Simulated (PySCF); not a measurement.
# Excitation energy of Ti by level of theory

Ti [Ar] 3d2 4s2 (3F) → Ti [Ar] 3d2 4s1 4p1 (high-spin determinant), as a difference of total energies. All numbers are calculated (PySCF 2.14, scalar relativity by spin-free X2C-1e, in x2c-TZVPPall (6s5p4d2f1g, 64 functions)). Correlated levels: valence: [Ar] frozen; valence and next inner shell: [Ne] frozen. The calculations carry no spin-orbit coupling.

| method | excitation energy (eV) |
| --- | --- |
| UHF | 1.075 |
| LDA | 2.165 |
| PBE | 2.008 |
| PBE0 | 1.875 |
| r2SCAN | 1.678 |
| TPSSh | 1.884 |
| BHandHLYP | 2.176 |
| PBEsol | 1.964 |
| MP2 (valence) | 1.756 |
| SCS-MP2 (valence) | 1.997 |
| MP2 (valence and next inner shell) | 1.948 |
| SCS-MP2 (valence and next inner shell) | 2.108 |

Question: How much does correlation contribute at MP2 (valence and next inner shell)?

Answer: 1.948 − (1.075) = 0.873 eV, measured against UHF.

A first-order spin-orbit estimate (lowest level to lowest level, LS coupling) adds -0.009 eV.

The basis was made for the ground configuration and has no added diffuse functions, so the excitation energy can come out too high.

The determinant of the upper state mixes LS terms, which raises its energy above the lowest term, most at the Hartree-Fock and MP2 levels.
